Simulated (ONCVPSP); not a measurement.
## cerium (Ce): one change to an ONCV potential, before and after

```json
{
  "Element": "Ce (Z = 58)",
  "Generator": "ONCVPSP 4.0.1",
  "Type": "optimised norm-conserving Vanderbilt (ONCV)",
  "Functional": "BLYP",
  "Relativity": "scalar-relativistic",
  "Frozen core": "[Kr] 4d10",
  "Valence charge": "12",
  "Reference configuration": "5s2 5p6 5d2 6s2",
  "Partial waves": "5s+6s: rc 2.55 bohr, ncon 4, nbas 7, qcut 4.5 1/bohr, 2 projectors; 5p: rc 2.75 bohr, ncon 4, nbas 8, qcut 5.8 1/bohr, 2 projectors, debl 1.4 Ha; 5d: rc 2.20 bohr, ncon 4, nbas 8, qcut 4.6 1/bohr, 2 projectors, debl 1.1 Ha; f scattering state at 0.38 Ha: rc 2.80 bohr, ncon 4, nbas 7, qcut 3.5 1/bohr, 1 projector",
  "Local potential": "polynomial inside 1.60 bohr (lpopt 5, dvloc0 4 Ha)",
  "Core correction": "Teter function, fcfact 4.5, rcfact 1.45"
}
```

In the f channel the program set the typed energies aside and used -0.412 Ha.

Change: core correction Teter function, fcfact 4.5, rcfact 1.26.

Cutoffs: the cutoffs (Ha) at which the residual kinetic energy of the hardest occupied pseudo-wave falls to 1 and 0.1 mHa per electron; they do not see the model core or the augmentation charge, which bear on the density cutoff. Errors are all-electron minus pseudo energies relative to the spin-unpolarised reference configuration.

Task: How do hardness, ghosts and transferability respond?

Result: The potential gets neither clearly harder nor softer (7.0 Ha and 9.0 Ha → 7.0 Ha and 9.0 Ha); the errors of the 4 common tests hardly move; neither file shows a bound ghost. A model core, the more so a compact one, raises the density cutoff, which this test does not measure.

| quantity | base | changed |
| --- | --- | --- |
| cutoff, loose | 7.0 Ha | 7.0 Ha |
| cutoff, tight | 9.0 Ha | 9.0 Ha |
| bound ghosts | none | none |
| GHOST(+) flags under 300 eV | s at 93.5 eV | s at 93.5 eV |
| error for 4f1 5s2 5p6 5d1 6s2, meV [ΔE -4.79 eV] | +2196 | +2215 |
| error for 4f1 5s2 5p6 5d1 6s1, meV [ΔE 1.19 eV] | +2180 | +2201 |
| error for 4f1 5s2 5p6 5d1 6s0, meV [ΔE 12.35 eV] | +2128 | +2155 |
| error for 4f1 5s2 5p6 5d1 6s0 6p2, meV [ΔE 0.33 eV] | +2196 | +2220 |
| s: phases at 2.58 bohr within 0.05 rad from the reference energy up to (Ha; the scan ends near 5) | 2.7 | 2.7 |
| p: phases at 2.79 bohr within 0.05 rad from the reference energy up to (Ha; the scan ends near 5) | 3.6 | 3.6 |
| d: phases at 2.24 bohr within 0.05 rad from the reference energy up to (Ha; the scan ends near 5) | 2.9 | 2.9 |
| f: phases at 2.84 bohr within 0.05 rad from the reference energy up to (Ha; the scan ends near 5) | -0.2 | -0.2 |
| rms error of d²Exc/dni dnj with the model core, mHa | 1.28 | 0.25 |

Base: The cutoffs count occupied waves only; projector 1 of the f channel, the hardest unoccupied one, needs 31 Ha at the loose tolerance. These tests converged, but a pseudo level misses the all-electron one widely, so the file describes the atom poorly there or has found another state: 4f1 5s2 5p6 5d1 6s2: 4f by 4.4 eV; 4f1 5s2 5p6 5d1 6s1: 4f by 4.4 eV; 4f1 5s2 5p6 5d1 6s0: 4f by 4.5 eV; 4f1 5s2 5p6 5d1 6s0 6p2: 4f by 4.4 eV. Changed file: The cutoffs count occupied waves only; projector 1 of the f channel, the hardest unoccupied one, needs 31 Ha at the loose tolerance. These tests converged, but a pseudo level misses the all-electron one widely, so the file describes the atom poorly there or has found another state: 4f1 5s2 5p6 5d1 6s2: 4f by 4.4 eV; 4f1 5s2 5p6 5d1 6s1: 4f by 4.5 eV; 4f1 5s2 5p6 5d1 6s0: 4f by 4.5 eV; 4f1 5s2 5p6 5d1 6s0 6p2: 4f by 4.5 eV.
